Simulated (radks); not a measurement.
Values are calculated unless marked as measured or tabulated.
All-electron atom: neutral mercury in [Xe] 4f14 5d10 6s1 6d1 (not the ground configuration). Code: a radial shooting solver on a logarithmic mesh with Libxc functionals. Model: Dirac Kohn-Sham, exchange-only PBE, spin-unpolarised, spherical densities, point nucleus; open shells are shared between the two j in proportion to 2j + 1.

Spin-orbit splittings of the eigenvalues, e(l+1/2) - e(l-1/2), with zeta = 2 splitting/(2l+1) and mean radii in bohr:

shell  occ.  splitting (eV)  zeta (eV)  <r> j=l-1/2  <r> j=l+1/2
2p        6            1948       1299      0.05692      0.06560
3p        6           431.5      287.7       0.1704       0.1863
3d       10           92.45      36.98       0.1621       0.1670
4p        6           104.2      69.48       0.4011       0.4354
4d       10           19.42      7.769       0.4425       0.4537
4f       14           4.192      1.198       0.4794       0.4861
5p        6           18.28      12.19       0.9722        1.069
5d       10           1.862     0.7447        1.444        1.508
6p        0           1.012     0.6746        3.404        3.868
6d        1         0.01354   0.005415        10.68        10.93
